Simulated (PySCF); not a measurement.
An element was calculated at r2SCAN (PySCF 2.14, spin-free X2C, a double-zeta basis, no spin-orbit coupling), in the ground configurations that NIST lists.

```
first ionisation energy  : 5.306 eV
second ionisation energy : 11.229 eV
third ionisation energy  : 25.557 eV
```

Problem. Which element is it?

Solution. Europium (Eu, Z = 63), in cc-pVDZ-X2C. NIST lists 5.670, 11.24 ± 0.006, 24.84 ± 0.03 eV for these ionisation energies.
